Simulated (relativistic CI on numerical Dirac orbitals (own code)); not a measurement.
## Dy⁴⁸⁺: sensitivity of the levels to the model

Base calculation: Dirac-Coulomb-Breit CI, separate exchange-only KLI orbitals for each configuration, QED by a radiative potential, unscaled Slater integrals.

Configuration list (outside the closed core [Ne]): 3s2.3p6, 3s2.3p5.3d, 3s.3p6.3d, 3s2.3p5.4s, 3s2.3p5.4p, 3s2.3p5.4d, 3p6.3d.4p, 3s.3p6.4s, 3p6.3d2, 3p5.3d3, 3p5.3d2.4s, 3p5.3d2.4p, 3p5.3d2.4d, 3p6.3d.4s, 3p5.3d.4s2, 3p5.3d.4s.4p, 3p5.3d.4s.4d. Double excitations out of closed p, d and f shells are left out; levels of such configurations are missing from the list, as are those of other unlisted configurations, and high levels can miss mixing partners.

Variants: (1) QED terms removed; (2) one mean potential for all configurations. Shifts of the energy above 3s2.3p6 1S_0, in eV, for the lowest level and the first level of each name with at least 55 % of one term (blank where a level changes its place among those of its configuration and J or its character, or is not in the variant):

| Level | Base | Δ(1) | Δ(2) |
| --- | --- | --- | --- |
| 3s2.3p6 1S_0 | 0.00 | 0.00 | 0.00 |
| 3s2.3p5.3d 3P°_0 | 204.11 | +0.48 | -0.09 |
| 3s2.3p5.3d 3P°_1 | 213.14 | +0.47 | -0.09 |
| 3s2.3p5.3d 3F°_3 | 217.97 | +0.48 | -0.09 |
| 3s2.3p5.3d 3F°_4 | 257.12 | +0.36 | -0.09 |
| 3s2.3p5.3d 3D°_3 | 271.86 | +0.36 | -0.09 |
| 3s2.3p5.3d 3F°_2 | 413.91 | +0.22 | -0.09 |
| 3s.3p6.3d 3D_1 | 598.71 | +3.18 | +0.07 |
| 3s.3p6.3d 3D_2 | 604.09 | +3.18 | +0.07 |
| 3s.3p6.3d 3D_3 | 644.16 | +3.06 | +0.06 |
| 3s.3p6.3d 1D_2 | 656.64 | +3.07 | +0.05 |
| 3p6.3d2 3F_2 | 1211.61 | +6.37 | +0.15 |
| 3p6.3d2 3P_0 | 1232.27 | +6.37 | +0.22 |
| 3p6.3d2 3F_3 | 1253.75 | +6.26 | +0.11 |

At this charge energies of transitions that change n are usually good to better than 1 %, and those within a shell (Δn = 0) to a few per cent.

Ionisation energy from the two ground configurations alone: base 4302.51 eV. The NIST ASD value (theoretical) is 4303 eV.

LS names give the leading component of a level, which can be under half, so a name can repeat, a term be missing and a line seem to break the LS rules.
